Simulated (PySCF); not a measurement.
Structure problem from calculated spectra and properties.

Formula: C6H9O3P.

| Property | Result |
| --- | --- |
| Polarisability | 102.6 au [B3LYP/def2-SVPD] |
| NMR, other nuclei | isotropic shieldings of nuclei other than C and H, by class: 17 (1 O), 270 (1 O), 340 (1 O), 297 (1 P) ppm [GIAO CAM-B3LYP/pcSseg-1] |
| UV, strongest line | among the 10 lowest singlet transitions: S2 at 6.08 eV (204 nm, f = 0.082) [TDDFT B3LYP/def2-SVPD] |
| Triplet | lowest triplet excitation (Tamm–Dancoff): 4.08 eV [TDA B3LYP/def2-SVPD] |
| 13C NMR | chemical shifts (computed TMS as zero) by class: 160.5 (1 C), 152.6 (1 C), 125.2 (1 C), 117.2 (1 C), 64.6 (1 C), 15.9 (1 C) ppm [GIAO CAM-B3LYP/pcSseg-1] |
| Dipole | 4.52 D [B3LYP/def2-SVPD] |
| Rotational structure | rotational constants A, B, C: 2.365, 0.696, 0.679 GHz [PBE0-D3(BJ)/def2-SVP] |

The electronic properties come from PySCF, for the isolated species, density fitting. Levels stand in brackets. The structure is a single PBE0-D3(BJ)/def2-SVP conformer in the gas phase; no vibrational or solvent corrections. NMR values are class means; diastereotopic atoms form classes of their own.

Q: Propose a structure and show how it fits.

A: Numbering: `[CH3:1][P@@:2](=[O:3])([CH2:4][OH:5])[c:6]1[cH:7][cH:8][o:9][cH:10]1`. 6 carbons fall into 6 classes; from least to most shielded: aromatic CH next to a ring oxygen [C10] (160.5 ppm), aromatic CH next to a ring oxygen [C8] (152.6 ppm), substituted aromatic carbon [C6] (125.2 ppm), aromatic CH carbon [C7] (117.2 ppm), carbinol carbon (C–OH) [C4] (64.6 ppm), chain sp3 carbon bound to phosphorus [C1] (15.9 ppm). The other shieldings belong to: 17 ppm, furan-type oxygen [O9]; 270 ppm, phosphoryl oxygen [O3]; 340 ppm, alcohol oxygen [O5]; 297 ppm, phosphoryl phosphorus [P2]. The optimised geometry has point group C1 and is an asymmetric top. Structure: `C[P@@](=O)(CO)c1ccoc1`. The assignments are read from this structure; whether some other isomer fits the data as well wasn't checked. The mirror image fits equally.

Shape of the structure used: `[CH3:1][P@@:2](=[O:3])([CH2:4][OH:5])[c:6]1[cH:7][cH:8][o:9][cH:10]1`: C1–P2–C4–O5 -80°, C1–P2–C6–C7 -50°, H–O5–C4–P2 -40°.
